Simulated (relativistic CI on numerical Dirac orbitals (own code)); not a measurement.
## From line strength to rate: Xe II 5292.22 Å (air)

Problem. For 5s2.5p4.6s 4P_5/2 – 5s2.5p4.6p 4P°_5/2 of Xe II a semi-empirical relativistic CI calculation gives the line strength S = 57.68 e²a₀² in the length gauge. The measured levels are 93068.44 and 111958.89 cm⁻¹ (NIST Handbook). Find gf, f, A and the partial lifetime.

Working.
1. σ = 111958.89 − 93068.44 = 18890.45 cm⁻¹, so the vacuum wavelength is 10⁸/σ = 5293.68 Å.
2. gf = 303.756 S/λ(Å) = 3.31, log gf = 0.520; with g = 6 for the lower level, f = 0.552.
3. A = 2.02613 × 10¹⁸ S/(g_u λ³) with g_u = 6: A = 1.31 × 10^8 s⁻¹.
4. The partial lifetime for this S is 1/A = 7.62 ns; in the calculation this line carries 77 % of the decay of the upper level.

Check. The Handbook lists A = 8.90 × 10^7 s⁻¹, a tabulated value with its own uncertainty (a few per cent for the best lines, 25 % or more for others); ours lies 48 % above it. The velocity form of the same calculation gives S = 46.3, and the gap between the two forms is a rough gauge of the error in S. A miss this large is common for lines of near-neutral atoms, where core polarisation and correlation outside the CI space change S. With the computed energy (17835 cm⁻¹) in place of the measured one the rate would change by the factor (σ_calc/σ)³ = 0.84.
